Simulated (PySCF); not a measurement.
Ionisation energy of Os⁶¹⁺ by level of theory

Os⁶¹⁺ [Ne] 3s2 3p3 [3p1/2^2 3p3/2^1, M_J = 3/2] → Os⁶²⁺ [Ne] 3s2 3p2 [3p1/2^2, M_J = 0], as a difference of total energies. Computed with PySCF 2.14 in an even-tempered Gaussian basis (18 s from 19 bohr⁻², ratio 2.4; 14 p from 25 bohr⁻², ratio 2.4; 4 d from 87 bohr⁻², ratio 2.6; 4 f from 130 bohr⁻², ratio 2.6), with the two-component X2C-1e Hamiltonian. Correlated levels: 1s2 frozen; the 48 highest virtual spinors dropped. "Screened" scales the spin-orbit matrix elements by Boettger's factors to mimic the two-electron term; Breit and QED terms are absent.

| method | ionisation energy (eV) |
| --- | --- |
| GHF (spin-free) | 6644.3 |
| GMP2 (spin-free) | 6644.8 |
| GHF (screened spin-orbit) | 6507.1 |
| GMP2 (screened spin-orbit) | 6507.7 |

Breit and QED terms and the two-electron picture change are absent.

The spin-free rows relax to the high-spin LS determinant and lack the spin-orbit shift.

The labels give the starting determinants; with spin-orbit coupling the two ends relaxed to ⟨J²⟩ = 3.75, ⟨L²⟩ = 2.60, ⟨S²⟩ = 1.49 and ⟨J²⟩ = 0.00, ⟨L²⟩ = 1.35, ⟨S²⟩ = 1.35.

For comparison: 6503 ± 12 eV (theoretical estimate listed by NIST; NIST Atomic Spectra Database, ionization energies).
